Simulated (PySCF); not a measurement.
Electronic structure of Kr (krypton, neutral) at the UHF level

Configuration: [Kr], closed-shell 1S. All numbers are calculated (PySCF 2.14, no relativity, point nucleus, in def2-SVP).

* Total energy: -2751.669879 hartree
* One-electron energy: -3830.1864 hartree
* Hartree (Coulomb) energy: 1172.3699 hartree
* Exchange energy: -93.8534 hartree
* Kinetic energy: 2751.66938 hartree
* ⟨S²⟩: 0.0000
* ⟨L²⟩: 0.000
* Sum of ⟨r⟩: 26.17 bohr
* Sum of ⟨r²⟩: 38.92 bohr²
* Density at the nucleus (Gaussians lack the cusp): 30300 bohr⁻³
* Langevin diamagnetic susceptibility: -30.8 ×10⁻⁶ cm³/mol
* Time after the integrals: 0.06 s of wall time on 1 thread of Neoverse-V1 (shared host)

```json
{"shell": "1s", "electrons": "2", "mean orbital energy (hartree)": "-520.10530", "rms radius, mean of both spins (bohr)": "0.0491"}
{"shell": "2s", "electrons": "2", "mean orbital energy (hartree)": "-69.87303", "rms radius, mean of both spins (bohr)": "0.203"}
{"shell": "2p", "electrons": "6", "mean orbital energy (hartree)": "-62.99731", "rms radius, mean of both spins (bohr)": "0.179"}
{"shell": "3s", "electrons": "2", "mean orbital energy (hartree)": "-10.83902", "rms radius, mean of both spins (bohr)": "0.577"}
{"shell": "3p", "electrons": "6", "mean orbital energy (hartree)": "-8.32488", "rms radius, mean of both spins (bohr)": "0.586"}
{"shell": "3d", "electrons": "10", "mean orbital energy (hartree)": "-3.81861", "rms radius, mean of both spins (bohr)": "0.610"}
{"shell": "4s", "electrons": "2", "mean orbital energy (hartree)": "-1.14467", "rms radius, mean of both spins (bohr)": "1.75"}
{"shell": "4p", "electrons": "6", "mean orbital energy (hartree)": "-0.51828", "rms radius, mean of both spins (bohr)": "2.09"}
```
